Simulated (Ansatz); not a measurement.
`[CH3][AlH][O][SiH3]` + `[SiH3]N[SiH3]` → `[CH3][AlH][N]([SiH3])[SiH3]` + `O[SiH3]`  (ligand exchange at the Al–O bond)

Isolated molecules relaxed with PBE0-D4/def2-TZVP in Ansatz; ΔE leaves out vibrations. CCSD(T)/CBS adds triple-zeta CCSD(T) − MP2 to the extrapolated MP2 energy (def2 sets, frozen cores). This one scheme is used for every species. Functionals use def2-TZVPP. B3LYP here is the variant with VWN-RPA as its local correlation; programs differ in this. One conformer a species, not always the lowest.

```json
{"level": "B3LYP", "ΔE (kJ/mol)": "71.4"}
{"level": "HF/def2-TZVPP", "ΔE (kJ/mol)": "80.9"}
{"level": "MP2/def2-TZVPP", "ΔE (kJ/mol)": "54.9"}
{"level": "CCSD/def2-TZVPP", "ΔE (kJ/mol)": "60.3"}
{"level": "MP2/def2-QZVPP", "ΔE (kJ/mol)": "55.3"}
{"level": "HF/CBS(def2)", "ΔE (kJ/mol)": "82.0"}
{"level": "MP2/CBS(def2)", "ΔE (kJ/mol)": "55.1"}
{"level": "CCSD/CBS(def2)", "ΔE (kJ/mol)": "60.5"}
```

Question: What does CCSD(T)/CBS give? (Estimate.)

Answer: Computed: +55.9 kJ/mol. The listed levels differ from it by 15.5, 25.0, -1.0, 4.4, -0.6, 26.1, -0.8, 4.6 kJ/mol.

Largest T1 diagnostic among the species: 0.011.

In def2-TZVPP, CCSD(T) changes the Hartree–Fock value by −25.3 kJ/mol (the triples alone add −4.6 kJ/mol) and MP2 by −26.0 kJ/mol. The D4 term adds −10.6 kJ/mol with B3LYP and −5.9 kJ/mol with PBE0; it sums over pairs of atoms, weighted by their polarisabilities, and B3LYP, whose exchange is more repulsive, gets the larger term.
